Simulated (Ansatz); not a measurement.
The multiplicity is imposed and other spin states were not computed.

Level of theory: PBE-D3(BJ)/def2-SVP (Ansatz, a quantum-chemistry and plane-wave program). No frequencies were computed at this level.

Ansatz 0.2 input:
```yaml
crystal:
  periodic: [false, false, false]
  atoms:
    - { symbol: Au, position_ang: [-0.003978, 0.169737, 0.157463] }
    - { symbol: N, position_ang: [-0.064611, 2.39384, 2.226622] }
    - { symbol: C, position_ang: [-0.042073, 1.545652, 1.438118] }
    - { symbol: H, position_ang: [-0.084077, 3.122339, 2.903928] }
    - { symbol: C, position_ang: [0.032899, -1.236373, -1.15011] }
    - { symbol: N, position_ang: [0.056256, -2.079474, -1.933925] }
basis:
  gaussian: { orbitals: def2-svp }
hamiltonian:
  xc: pbe
  dispersion: d3bj
relax:
  max_steps: 150
```

Output:

```
Functional definition: PBE
1038 factors; their error is unknown
mean field evaluation 1: about -8745.3378 eV, gradient 6.2e1 eV
mean field evaluation 2: about -8632.1017 eV, gradient 1.7e2 eV
mean field evaluation 4: about -8753.7992 eV, gradient 1.5e1 eV
mean field evaluation 8: about -8754.3696 eV, gradient 2.7e-1 eV
mean field evaluation 16: about -8754.3359 eV, gradient 1.1e-4 eV
mean field -8754.33593640 eV, -321.7159117607 hartree, gradient 2.9e-5 eV, S^2 0.000000; 0 other end points of the search recorded, 0 dependent functions left out
reference -8754.33597558 eV, -321.7159132006 hartree; 23, 23 occupied and 70, 70 virtual orbitals, 1038 factors
relax step   1: F+E_penalty+E_count = -8754.46806922 eV  Δ(F+E_penalty+E_count) = +0.000e0 eV  max|allowed force component| = 2.365e0 eV/Å  Δτ_max = 0.0000 Å  (29 SCF iters, accepted)
these checks for a lower state are left out or cut short: starts, cluster_reference, orbital_swaps, neighbouring_geometries, increment
1038 factors; their error is unknown
mean field -8754.52328395 eV, -321.7227966562 hartree, gradient 2.3e-5 eV, S^2 0.000000; 0 other end points of the search recorded, 0 dependent functions left out
reference -8754.52332339 eV, -321.7227981054 hartree; 23, 23 occupied and 70, 70 virtual orbitals, 1038 factors
relax step   2: F+E_penalty+E_count = -8754.65278690 eV  Δ(F+E_penalty+E_count) = -1.847e-1 eV  max|allowed force component| = 4.114e-1 eV/Å  Δτ_max = 0.1009 Å  (31 SCF iters, accepted)
these checks for a lower state are left out or cut short: starts, cluster_reference, orbital_swaps, neighbouring_geometries, increment
1038 factors; their error is unknown
mean field evaluation 32: about -8754.5281 eV, gradient 1.5e-5 eV
mean field -8754.52813064 eV, -321.7229747688 hartree, gradient 1.5e-5 eV, S^2 0.000000; 0 other end points of the search recorded, 0 dependent functions left out
reference -8754.52817012 eV, -321.7229762194 hartree; 23, 23 occupied and 70, 70 virtual orbitals, 1038 factors
relax step   3: F+E_penalty+E_count = -8754.65725732 eV  Δ(F+E_penalty+E_count) = -4.470e-3 eV  max|allowed force component| = 9.885e-2 eV/Å  Δτ_max = 0.0126 Å  (32 SCF iters, accepted)
these checks for a lower state are left out or cut short: starts, cluster_reference, orbital_swaps, neighbouring_geometries, increment
1038 factors; their error is unknown
mean field -8754.52845347 eV, -321.7229866326 hartree, gradient 1.5e-5 eV, S^2 0.000000; 0 other end points of the search recorded, 0 dependent functions left out
reference -8754.52849295 eV, -321.7229880834 hartree; 23, 23 occupied and 70, 70 virtual orbitals, 1038 factors
relax step   4: F+E_penalty+E_count = -8754.65751349 eV  Δ(F+E_penalty+E_count) = -2.562e-4 eV  max|allowed force component| = 1.726e-2 eV/Å  Δτ_max = 0.0026 Å  (33 SCF iters, accepted)
these checks for a lower state are left out or cut short: starts, cluster_reference, orbital_swaps, neighbouring_geometries, increment
1038 factors; their error is unknown
mean field -8754.52846339 eV, -321.7229869971 hartree, gradient 1.5e-5 eV, S^2 0.000000; 0 other end points of the search recorded, 0 dependent functions left out
reference -8754.52850287 eV, -321.7229884479 hartree; 23, 23 occupied and 70, 70 virtual orbitals, 1038 factors
relax step   5: F+E_penalty+E_count = -8754.65752410 eV  Δ(F+E_penalty+E_count) = -1.060e-5 eV  max|allowed force component| = 2.768e-4 eV/Å  Δτ_max = 0.0007 Å  (34 SCF iters, accepted)
1038 factors; their error is unknown
mean field evaluation 64: about -8754.5285 eV, gradient 6.9e-4 eV
mean field -8754.52846339 eV, -321.7229869971 hartree, gradient 1.5e-5 eV, S^2 0.000000; 1 other end points of the search recorded, 0 dependent functions left out
reference -8754.52850287 eV, -321.7229884479 hartree; 23, 23 occupied and 70, 70 virtual orbitals, 1038 factors
Total energy: -8754.65756357 eV, -321.7277313413 hartree
Atom 0 at    -0.004414     0.154467     0.143854 Å, force    -0.000098     0.000072     0.000051 eV/Å
Atom 1 at    -0.065947     2.448221     2.277074 Å, force    -0.000232    -0.000150     0.000115 eV/Å
Atom 2 at    -0.042963     1.586595     1.475913 Å, force     0.000217     0.000162    -0.000158 eV/Å
Atom 3 at    -0.085833     3.189196     2.966150 Å, force     0.000046     0.000008    -0.000013 eV/Å
Atom 4 at     0.034989    -1.300420    -1.209567 Å, force     0.000277    -0.000163    -0.000001 eV/Å
Atom 5 at     0.058584    -2.162338    -2.011328 Å, force    -0.000210     0.000071     0.000005 eV/Å
Dipole moment:    -0.042070     1.558114     1.449238 e Å
```

Cost: roughly 13 core-seconds.
